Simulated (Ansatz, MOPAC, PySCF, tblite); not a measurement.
Dissociation curve of PH, triplet.

Levels: GFN2-xTB, 300 K electronic temperature (tblite); AM1, unrestricted, heats of formation (MOPAC); UHF/3-21G = unrestricted Hartree-Fock/3-21G run with PySCF; FCI = full CI/cc-pVDZ, frozen core run with Ansatz (a program for electronic structure).

Energies relative to the lowest point of each curve near equilibrium, in eV; the last columns give the difference from FCI:

| R / Å | GFN2-xTB | AM1 | UHF/3-21G | FCI | GFN2-xTB − FCI | AM1 − FCI | UHF/3-21G − FCI |
|---|---|---|---|---|---|---|---|
| 1.08 | 2.178 | 1.104 | 2.414 | 2.467 | -0.289 | -1.363 | -0.053 |
| 1.14 | 1.198 | 0.625 | 1.483 | 1.538 | -0.340 | -0.913 | -0.055 |
| 1.21 | 0.520 | 0.259 | 0.758 | 0.802 | -0.282 | -0.543 | -0.044 |
| 1.27 | 0.202 | 0.081 | 0.368 | 0.398 | -0.196 | -0.317 | -0.030 |
| 1.34 | 0.029 | 0.000 | 0.111 | 0.125 | -0.096 | -0.125 | -0.014 |
| 1.37 | 0.000 | 0.001 | 0.051 | 0.059 | -0.059 | -0.058 | -0.008 |
| 1.43 | 0.000 | 0.058 | 0.000 | 0.000 | 0.000 | 0.058 | 0.000 |
| 1.48 | 0.044 | 0.153 | 0.012 | 0.009 | 0.035 | 0.144 | 0.003 |
| 1.52 | 0.100 | 0.256 | 0.050 | 0.047 | 0.053 | 0.209 | 0.003 |
| 1.54 | 0.133 | 0.315 | 0.076 | 0.074 | 0.059 | 0.241 | 0.002 |
| 1.63 | 0.316 | 0.634 | 0.239 | 0.247 | 0.069 | 0.387 | -0.007 |
| 1.75 | 0.614 | 1.144 | 0.521 | 0.559 | 0.055 | 0.585 | -0.038 |
| 1.91 | 1.055 | 1.834 | 0.875 | 1.026 | 0.029 | 0.807 | -0.152 |
| 2.11 | 1.624 | 2.438 | 1.162 | 1.577 | 0.046 | 0.861 | -0.415 |
| 2.37 | 2.315 | 3.348 | 1.354 | 2.127 | 0.187 | 1.221 | -0.774 |
| 2.58 | 2.789 | 3.541 | 1.431 | 2.413 | 0.377 | 1.128 | -0.981 |
| 2.86 | 3.286 | 3.682 | 1.485 | 2.623 | 0.663 | 1.060 | -1.138 |
| 3.10 | 3.595 | 3.719 | 1.508 | 2.707 | 0.888 | 1.011 | -1.199 |
| 3.50 | 3.908 | 3.691 | 1.526 | 2.764 | 1.144 | 0.927 | -1.238 |
| 3.85 | 4.028 | 3.688 | 1.533 | 2.781 | 1.247 | 0.907 | -1.248 |
| 4.30 | 4.076 | 3.688 | 1.537 | 2.788 | 1.288 | 0.900 | -1.251 |
| 4.96 | 4.089 | 3.688 | 1.540 | 2.791 | 1.298 | 0.897 | -1.251 |
| 5.60 | 4.092 | 3.688 | 1.540 | 2.792 | 1.301 | 0.896 | -1.252 |

GFN2-xTB is furthest from FCI at 5.60 (1.301 eV, above); its mean absolute difference over the points is 0.435 eV.

AM1 is furthest from FCI at 1.08 (-1.363 eV, below); its mean absolute difference over the points is 0.676 eV.

UHF/3-21G is furthest from FCI at 5.60 (-1.252 eV, below); its mean absolute difference over the points is 0.485 eV.

The unrestricted determinant behind UHF/3-21G is spin-contaminated at 1.91 to 5.60 Å (<S²> up to 3.0, against 2.00 for a pure triplet).
